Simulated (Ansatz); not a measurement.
Correlation energies of C2H8BClSi, SMILES `CBC([SiH3])Cl` by basis set

Z-matrix (Å, degrees):
```
C
B 1 1.558
H 1 1.092 2 115.8
H 1 1.098 2 107.8 3 -121.2
H 1 1.095 2 110.9 3 124.7
C 2 1.545 1 120.9 3 1.5
H 2 1.198 1 119.9 3 -175.7
Cl 6 1.794 2 116.1 1 163.5
Si 6 1.904 2 107.9 1 -78.0
H 6 1.094 2 113.0 1 38.4
H 9 1.487 6 109.5 2 61.2
H 9 1.483 6 109.4 2 -58.7
H 9 1.482 6 108.4 2 -178.9
```

Total charge 0; spin multiplicity 1. The geometry is a stationary point of PBE0-D4/def2-TZVP. It is one conformer, not always the lowest. Frozen core, restricted reference, the Gaussian-basis code of Ansatz. CBS rows extrapolate triple and quadruple zeta; past MP2 they add the triple-zeta difference.

| basis | HF (Eh) | MP2 corr. | CCSD corr. | (T) | CCSD(T) total |
| --- | --- | --- | --- | --- | --- |
| def2-TZVPP | -853.56798 | -0.76804 | -0.83654 | -0.03363 | -854.43815 |
| def2-QZVPP | -853.59470 | -0.82521 | – | – | – |
| CBS(def2) | -853.59838 | -0.86757 | -0.93608 | as TZ | -854.56809 |
